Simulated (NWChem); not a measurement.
System: CH₆O₂Si₂; SMILES C1O[SiH2]O[SiH2]1

The following NWChem deck was run.

```
start job
memory heap 200 mb stack 900 mb global 1100 mb
geometry units angstroms noautoz
  C     -1.442992     0.517043     0.000000
  O     -1.149916    -0.898832     0.000000
  Si     0.453897    -1.355557     0.000000
  O      1.259947     0.108911     0.000000
  Si     0.249042     1.444463     0.000000
  H     -2.051461     0.746081     0.883413
  H     -2.051461     0.746081    -0.883413
  H      0.791261    -2.139137     1.214005
  H      0.791261    -2.139137    -1.214005
  H      0.464433     2.281311    -1.209446
  H      0.464433     2.281311     1.209446
end
basis spherical
  * library def2-svp
end
dft
  xc b3lyp
  iterations 150
  mulliken
end
task dft energy
```

Output (shortened):

```
             Northwest Computational Chemistry Package (NWChem) 7.3.0
             --------------------------------------------------------

 CS  symmetry detected

                             Geometry "geometry" -> ""
                             -------------------------

 Output coordinates in angstroms (scale by  1.889725989 to convert to a.u.)

  No.       Tag          Charge          X              Y              Z
 ---- ---------------- ---------- -------------- -------------- --------------
    1 C                    6.0000    -1.43562304     0.56264274     0.00000000
    2 O                    8.0000    -1.18395781    -0.86117613     0.00000000
    3 Si                  14.0000     0.40585535    -1.36447323     0.00000000
    4 O                    8.0000     1.25426569     0.07586805     0.00000000
    5 Si                  14.0000     0.28273453     1.44032958     0.00000000
    6 H                    1.0000    -2.03715468     0.80932597     0.88341300
    7 H                    1.0000    -2.03715468     0.80932597    -0.88341300
    8 H                    1.0000     0.72022713    -2.15755738     1.21400500
    9 H                    1.0000     0.72022713    -2.15755738    -1.21400500
   10 H                    1.0000     0.52243597     2.27054105    -1.20944600
   11 H                    1.0000     0.52243597     2.27054105     1.20944600

 Effective nuclear repulsion energy (a.u.)     313.0082121728

      Symmetry information
      --------------------

 Group name             Cs
 Group number              2
 Group order               2
 No. of unique centers     8

                                 NWChem DFT Module
                                 -----------------

 Summary of "ao basis" -> "ao basis" (spherical)
 ------------------------------------------------------------------------------
       Tag                 Description            Shells   Functions and Types
 ---------------- ------------------------------  ------  ---------------------
 C                          def2-svp                 6       14   3s2p1d
 O                          def2-svp                 6       14   3s2p1d
 Si                         def2-svp                 8       18   4s3p1d
 H                          def2-svp                 3        5   2s1p

      Symmetry analysis of basis
      --------------------------

        a'         71
        a"         37

            General Information
            -------------------
          SCF calculation type: DFT
          Wavefunction type:  closed shell.
          No. of atoms     :    11
          No. of electrons :    56
           Alpha electrons :    28
            Beta electrons :    28
          Charge           :     0
          Spin multiplicity:     1
          Use of symmetry is: on ; symmetry adaption is: on
          Maximum number of iterations: 150
          AO basis - number of functions:   108
                     number of shells:    52
          Convergence on energy requested:  1.00D-06
          Convergence on density requested:  1.00D-05
          Convergence on gradient requested:  5.00D-04

              XC Information
              --------------
                         B3LYP Method XC Potential
                     Hartree-Fock (Exact) Exchange  0.200
                        Slater Exchange Functional  0.800 local
                    Becke 1988 Exchange Functional  0.720 non-local
              Lee-Yang-Parr Correlation Functional  0.810
                  VWN I RPA Correlation Functional  0.190 local

             Grid Information
             ----------------
          Grid used for XC integration:  medium
          Radial quadrature: Mura-Knowles
          Angular quadrature: Lebedev.
          Tag              B.-S. Rad. Rad. Pts. Rad. Cut. Ang. Pts.
          ---              ---------- --------- --------- ---------
          C                   0.70       49          10.0       434
          O                   0.60       49          10.0       434
          Si                  1.10       88          10.0       590
          H                   0.35       45          12.0       434
          Grid pruning is: on
          Number of quadrature shells:   458
          Spatial weights used:  Erf1

      Superposition of Atomic Density Guess
      -------------------------------------

 Sum of atomic energies:        -767.47988099

      Non-variational initial energy
      ------------------------------

 Total energy =    -769.595856
 1-e energy   =   -1683.645412
 2-e energy   =     601.041344
 HOMO         =      -0.335589
 LUMO         =       0.031624

      Symmetry analysis of molecular orbitals - initial
      -------------------------------------------------

  Numbering of irreducible representations:

     1 a'          2 a"

  Orbital symmetries:

     1 a'          2 a'          3 a'          4 a'          5 a'
     6 a'          7 a'          8 a'          9 a'         10 a'
    11 a"         12 a'         13 a"         14 a'         15 a'
    16 a'         17 a'         18 a'         19 a'         20 a"
    21 a'         22 a"         23 a'         24 a'         25 a"
    26 a"         27 a"         28 a'         29 a'         30 a'
    31 a'         32 a"         33 a'         34 a'         35 a'
    36 a"         37 a'         38 a'

     ---------------------------------------------
      Total Density - Mulliken Population Analysis
     ---------------------------------------------

    Atom       Charge   Shell Charges
 -----------   ------   -------------------------------------------------------
    1 C    6     6.03   1.99  0.94  0.28  1.83  0.95  0.04
    2 O    8     8.81   1.99  1.10  0.69  3.04  1.98  0.01
    3 Si  14    12.86   2.00  1.99  0.91  0.19  5.93  0.93  0.64  0.27
    4 O    8     8.94   1.99  1.11  0.68  3.11  2.04  0.01
    5 Si  14    13.14   2.00  1.99  0.96  0.22  5.93  1.01  0.80  0.21
    6 H    1     0.91   0.69  0.20  0.02
    7 H    1     0.91   0.69  0.20  0.02
    8 H    1     1.11   0.71  0.39  0.01
    9 H    1     1.11   0.71  0.39  0.01
   10 H    1     1.09   0.71  0.38  0.01
   11 H    1     1.09   0.71  0.38  0.01

   convergence    iter        energy       DeltaE   RMS-Dens  Diis-err
 ---------------- ----- ----------------- --------- --------- ---------
 d= 0,ls=0.0,diis     1   -770.8574624121 -1.08D+03  1.39D-02  8.41D-01
 d= 0,ls=0.0,diis     2   -770.7732639965  8.42D-02  7.75D-03  1.86D+00
 d= 0,ls=0.0,diis     3   -770.9533150774 -1.80D-01  1.37D-03  3.20D-02
 d= 0,ls=0.0,diis     4   -770.9559268716 -2.61D-03  5.19D-04  4.57D-03
 d= 0,ls=0.0,diis     5   -770.9563234490 -3.97D-04  1.72D-04  9.89D-04
  Resetting Diis
 d= 0,ls=0.0,diis     6   -770.9564139392 -9.05D-05  4.41D-05  2.25D-05
 d= 0,ls=0.0,diis     7   -770.9564165558 -2.62D-06  2.09D-05  1.65D-06
 d= 0,ls=0.0,diis     8   -770.9564163838  1.72D-07  1.18D-05  3.07D-06
 d= 0,ls=0.0,diis     9   -770.9564167800 -3.96D-07  9.53D-07  2.40D-08

         Total DFT energy =     -770.956416779983
      One electron energy =    -1687.284418891274
           Coulomb energy =      670.170841527435
    Exchange-Corr. energy =      -66.851051588947
 Nuclear repulsion energy =      313.008212172803

 Numeric. integr. density =       55.999978344007

                  Occupations of the irreducible representations
                  ----------------------------------------------

                     irrep           alpha         beta
                     --------     --------     --------
                     a'               21.0         21.0
                     a"                7.0          7.0

                       DFT Final Molecular Orbital Analysis
                       ------------------------------------

 Vector   26  Occ=2.000000D+00  E=-3.093847D-01  Symmetry=a"
              MO Center=  6.6D-01,  4.3D-01, -8.0D-16, r^2= 4.1D+00
   Bfn.  Coefficient  Atom+Function         Bfn.  Coefficient  Atom+Function
  ----- ------------  ---------------      ----- ------------  ---------------
    52      0.429105   4 O  pz               55      0.326380   4 O  pz
    99      0.217940  10 H  s               104     -0.217940  11 H  s
   100      0.192849  10 H  s               105     -0.192849  11 H  s
    89     -0.145489   8 H  s                94      0.145489   9 H  s
    70     -0.133210   5 Si pz               20     -0.130836   2 O  pz

 Vector   27  Occ=2.000000D+00  E=-2.969746D-01  Symmetry=a'
              MO Center= -8.9D-01,  2.6D-01, -4.1D-15, r^2= 2.8D+00
   Bfn.  Coefficient  Atom+Function         Bfn.  Coefficient  Atom+Function
  ----- ------------  ---------------      ----- ------------  ---------------
    18     -0.336358   2 O  px                4      0.315467   1 C  px
    21     -0.243290   2 O  px               68     -0.220417   5 Si px
    19     -0.206602   2 O  py               22     -0.173112   2 O  py
     5      0.156573   1 C  py               31     -0.156728   3 Si s
     3      0.152535   1 C  s                 7      0.146606   1 C  px

 Vector   28  Occ=2.000000D+00  E=-2.864724D-01  Symmetry=a"
              MO Center= -7.4D-01, -9.0D-01,  3.5D-15, r^2= 3.0D+00
   Bfn.  Coefficient  Atom+Function         Bfn.  Coefficient  Atom+Function
  ----- ------------  ---------------      ----- ------------  ---------------
    20      0.502376   2 O  pz               23      0.378509   2 O  pz
    90     -0.207759   8 H  s                95      0.207759   9 H  s
    89     -0.195747   8 H  s                94      0.195747   9 H  s
    79     -0.173552   6 H  s                84      0.173552   7 H  s
     6     -0.162830   1 C  pz               80     -0.120160   6 H  s

 Vector   29  Occ=0.000000D+00  E= 7.077435D-03  Symmetry=a'
              MO Center=  7.4D-02,  1.3D+00, -4.6D-15, r^2= 3.9D+00
   Bfn.  Coefficient  Atom+Function         Bfn.  Coefficient  Atom+Function
  ----- ------------  ---------------      ----- ------------  ---------------
    71      0.783224   5 Si px               72     -0.624036   5 Si py
    49     -0.592368   4 O  s                 3      0.488201   1 C  s
    64     -0.392267   5 Si s                17     -0.336276   2 O  s
    32      0.324950   3 Si s               100      0.266642  10 H  s
   105      0.266642  11 H  s                22     -0.207010   2 O  py

 Vector   30  Occ=0.000000D+00  E= 2.963109D-02  Symmetry=a'
              MO Center=  2.9D-01, -1.2D+00, -4.2D-16, r^2= 4.5D+00
   Bfn.  Coefficient  Atom+Function         Bfn.  Coefficient  Atom+Function
  ----- ------------  ---------------      ----- ------------  ---------------
    39      0.910235   3 Si px               17      0.584212   2 O  s
    40      0.400632   3 Si py               49     -0.388716   4 O  s
    72      0.301136   5 Si py              100     -0.300453  10 H  s
   105     -0.300453  11 H  s                 3      0.266463   1 C  s
    36      0.237582   3 Si px                8      0.233728   1 C  py

 Vector   31  Occ=0.000000D+00  E= 3.882490D-02  Symmetry=a'
              MO Center= -4.0D-01,  5.6D-01, -3.1D-15, r^2= 6.3D+00
   Bfn.  Coefficient  Atom+Function         Bfn.  Coefficient  Atom+Function
  ----- ------------  ---------------      ----- ------------  ---------------
     3      1.927456   1 C  s                71      0.771983   5 Si px
    80     -0.731826   6 H  s                85     -0.731826   7 H  s
    40     -0.637742   3 Si py               72      0.635316   5 Si py
    64     -0.505803   5 Si s                49      0.344017   4 O  s
    90     -0.329955   8 H  s                95     -0.329955   9 H  s

     ---------------------------------------------
      Total Density - Mulliken Population Analysis
     ---------------------------------------------

    Atom       Charge   Shell Charges
 -----------   ------   -------------------------------------------------------
    1 C    6     5.99   1.99  0.92  0.19  2.06  0.79  0.05
    2 O    8     8.49   1.99  1.08  0.71  2.89  1.82  0.01
    3 Si  14    13.20   2.00  1.98  1.00  0.07  5.93  1.20  0.62  0.40
    4 O    8     8.56   1.99  1.07  0.70  2.90  1.89  0.01
    5 Si  14    13.37   2.00  1.98  1.03  0.13  5.93  1.25  0.75  0.30
    6 H    1     0.96   0.75  0.19  0.02
    7 H    1     0.96   0.75  0.19  0.02
    8 H    1     1.13   0.75  0.36  0.01
    9 H    1     1.13   0.75  0.36  0.01
   10 H    1     1.11   0.75  0.35  0.01
   11 H    1     1.11   0.75  0.35  0.01

     -------------------------------------------
      Total Density - Lowdin Population Analysis
     -------------------------------------------

    Atom       Charge   Shell Charges
 -----------   ------   -------------------------------------------------------
    1 C    6     6.08   1.96  0.61  0.33  1.85  1.22  0.11
    2 O    8     8.29   1.97  0.91  0.60  2.75  2.03  0.02
    3 Si  14    13.42   2.00  1.93  0.63  0.31  5.81  1.22  0.90  0.63
    4 O    8     8.35   1.97  0.91  0.62  2.75  2.09  0.01
    5 Si  14    13.44   2.00  1.93  0.65  0.32  5.81  1.28  0.99  0.46
    6 H    1     0.98   0.65  0.26  0.07
    7 H    1     0.98   0.65  0.26  0.07
    8 H    1     1.12   0.66  0.43  0.02
    9 H    1     1.12   0.66  0.43  0.02
   10 H    1     1.11   0.66  0.43  0.02
   11 H    1     1.11   0.66  0.43  0.02

     Multipole analysis of the density
     ---------------------------------

     L   x y z        total         alpha         beta         nuclear
     -   - - -        -----         -----         ----         -------
     0   0 0 0     -0.000000    -28.000000    -28.000000     56.000000

     1   1 0 0     -0.264327     -0.132163     -0.132163     -0.000000
     1   0 1 0      0.441906      0.220953      0.220953      0.000000
     1   0 0 1     -0.000000     -0.000000     -0.000000      0.000000

     2   2 0 0    -35.061502   -105.868390   -105.868390    176.675278
     2   1 1 0     -2.404708      2.391870      2.391870     -7.188448
     2   1 0 1     -0.000000     -0.000000     -0.000000      0.000000
     2   0 2 0    -32.515242   -166.095895   -166.095895    299.676549
     2   0 1 1      0.000000      0.000000      0.000000      0.000000
     2   0 0 2    -33.704140    -30.125667    -30.125667     26.547194
```

Level: B3LYP/def2-SVP. Coordinates come from a B3LYP/6-31G* (spherical d) optimisation.
